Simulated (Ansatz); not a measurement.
Reaction (formal exchange of groups at a C–S bond): `BSC#C` + `C=[Se]` → `C#CC=[Se]` + `BS`

Calculated with Ansatz (gas phase, PBE0-D4/def2-TZVP geometries, no zero-point term in ΔE). CCSD(T)/CBS adds triple-zeta CCSD(T) − MP2 to the extrapolated MP2 energy (def2 sets, frozen cores). This one scheme is used for every species. Functionals use def2-TZVPP. B3LYP here is the variant with VWN-RPA as its local correlation; programs differ in this. For Se outer-core shells are correlated without core-valence functions, which leaves a few kJ/mol of doubt a bond. Scalar relativity is left out up to krypton.

```csv
level,ΔE (kJ/mol),difference from CCSD(T)/CBS
revPBE-D4,-72.3,8.3
B3LYP-D4,-101.0,-20.4
ωB97M-V,-77.8,2.8
B2PLYP,-93.0,-12.4
BLYP,-105.4,-24.8
r2SCAN,-79.4,1.2
BHLYP,-108.9,-28.3
CAM-B3LYP,-99.3,-18.7
LC-ωPBE,-70.8,9.8
MP2/def2-SVP,-83.4,-2.8
CCSD/def2-SVP,-103.1,-22.5
CCSD(T)/def2-SVP,-95.6,-15.0
HF/def2-TZVPP,-135.4,-54.8
MP2/def2-TZVPP,-69.2,11.4
SCS-MP2/def2-TZVPP,-81.6,-1.0
CCSD/CBS(def2),-89.5,-8.9
CCSD(T)/CBS,-80.6,0
```

Largest T1 diagnostic among the species: 0.016.

At CCSD(T), def2-SVP lies −15.0 kJ/mol from the extrapolated value and def2-TZVPP −2.0 kJ/mol. From BLYP to BHLYP (50 % exact exchange), in def2-TZVPP and without D4, ΔE moves by −3.5 kJ/mol. Leaving LDA and LC-ωPBE aside and taking each functional with its dispersion term where it has one, the values, not all of them listed here, spread over 35.2 kJ/mol, from BHLYP-D4 to PBE-QIDH. LDA lies +14.8 kJ/mol from PBE without D4.
